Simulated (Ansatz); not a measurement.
`C[SiH](F)[GeH3]` → `C[Si]F` + GeH₄ at 400 K and 1 bar (silylene formation by 1,1-elimination).

Calculated with Ansatz (gas phase, PBE0-D4/def2-TZVP geometries, no zero-point term in ΔE). CBS: MP2 limit from def2 TZ/QZ plus the TZ coupled-cluster correction, frozen cores. This one scheme is used for every species. For Ge outer-core shells are correlated without core-valence functions, which leaves a few kJ/mol of doubt a bond. Scalar relativity is left out up to krypton.

```tsv
species	CCSD(T)/CBS energy (Eh)	H − E (kJ/mol)	S (J/(mol·K))
`C[SiH](F)[GeH3]`	-2507.31933	223.8	400.2
`C[Si]F`	-428.74649	120.0	307.1
GeH₄	-2078.49493	93.6	231.8
```

H − E and S are ideal-gas, rigid-rotor, harmonic terms from PBE0-D4/def2-TZVP, for one conformer and one mirror image of each species. 1 Eh = 2625.50 kJ/mol, R = 8.31446 J/(mol·K).

Question: By hand: ΔE, ΔH, ΔS and ΔG.

Answer: ΔE = (-428.74649) + (-2078.49493) − (-2507.31933) = 0.07791 Eh = 204.6 kJ/mol. Δ(H − E) = 120.0 + 93.6 − 223.8 = -10.2, so ΔH = 194.4 kJ/mol. ΔS = 307.1 + 231.8 − 400.2 = 138.7 J/(mol·K). ΔG = 194.4 − 400 × (138.7)/1000 = 138.9 kJ/mol.

Question: By hand: the equilibrium constant, and the temperature at which ΔG would vanish if ΔH and ΔS stayed fixed.

Answer: log₁₀ K = −ΔG/(RT ln 10) = -18.1. ΔG = 0 at ΔH/ΔS = 1402 K.

The number of gas molecules changes by +1, which sets the sign of ΔS. A doubt of 5 kJ/mol in ΔE shifts log₁₀ K by 0.7 here. Other conformers and mirror images would add mixing entropy, several J/(mol·K) or more a flexible species. These are equilibria of isolated gas molecules and say nothing of rates. Largest T1 diagnostic: 0.014 (customary marks: 0.02 for closed shells, 0.045 for open ones).
